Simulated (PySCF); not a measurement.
Gas-phase reaction: 4 Zn + 2 CH4 + C2H4 ⇌ 4 ZnCH3

Computed with PySCF and rigid-rotor harmonic-oscillator thermochemistry at 1 bar. † marks an energy on the PBE0/def2-TZVP geometry and frequencies; other levels use their own. CCSD(T) freezes the core. 6-31G* has spherical d functions here. Open shells (unrestricted): ZnCH3 (multiplicity 2); the rest are closed-shell singlets. Zn: all electrons, no relativistic terms. ZnCH3: computed as isolated molecules; such fragments, hydroxides, amides, oligomers or adducts are transient or little studied in the gas. CCSD(T) isn't extrapolated to the basis-set limit.

```tsv
level	ΔH°(298 K), kJ
CCSD(T)/def2-TZVPP†	404
HF/6-31G*	251
HF/def2-TZVP†	(withheld)
ωB97M-V/def2-TZVP†	402
ωB97X-V/def2-TZVP†	(withheld)
```

**Question.** Complete the blanks.

**Answer.** 
- HF/def2-TZVP†, ΔH°(298 K), kJ: 366
- ωB97X-V/def2-TZVP†, ΔH°(298 K), kJ: 375
